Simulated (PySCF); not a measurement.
## Spinor energies of Ge (germanium, neutral)

Start: [Ar] 3d10 4s2 4p2; 4p1/2 filled at m_j = -1/2, +1/2. Calculated with PySCF 2.14 in x2c-SVPall-2c with one added diffuse shell each of s, p, d type (6s7p4d, 47 functions): generalised Hartree-Fock with the X2C-1e Hamiltonian and a Gaussian nucleus; one run each with spin-orbit coupling (SO) switched off, then screened by Boettger's factors.

```tsv
spinor shell	electrons	ε, spin-free (eV)	ε, screened SO (eV)	weight of nominal j (screened SO)	rms radius, screened SO (bohr)
1s1/2	2	-11174.9	-11174.7	1.000	0.0542
2s1/2	2	-1453.1	-1453.0	1.000	0.227
2p1/2	2	-1265.5	-1287.3	1.000	0.201
2p3/2	4	-1265.5	-1254.8	1.000	0.204
3s1/2	2	-201.47	-201.42	1.000	0.668
3p1/2	2	-141.78	-144.90	0.999	0.694
3p3/2	4	-141.78	-140.18	0.999	0.704
3d3/2	4	-43.593	-43.954	0.990	0.816
3d5/2	6	-43.593	-43.277	0.993	0.818
4s1/2	2	-15.432	-15.408	0.999	2.36
4p1/2	2	-7.839	-7.861	0.549	3.10
```

| quantity | spin-free | screened SO |
| --- | --- | --- |
| E (hartree) | -2096.68518 | -2096.74888 |
| M_J | 0 | 0 |
| ⟨J²⟩ | 2.011 | 1.736 |
| ⟨L²⟩ | 2.007 | 2.009 |
| ⟨S²⟩ | 2.003 | 1.995 |

The determinant has a definite M_J but mixes levels of different J.

Each row is a mean over spinors that exchange with the open shell spreads, by up to 4.011 eV (4s1/2).

Rows whose weight is well below 1 are mixtures of j = l ± 1/2: exchange outweighs spin-orbit coupling there, and the label is only the starting occupation.

Without spin-orbit coupling the j labels of p, d and f shells carry no meaning; the spin-free column gives the mean over the occupied spinors of each nl shell.
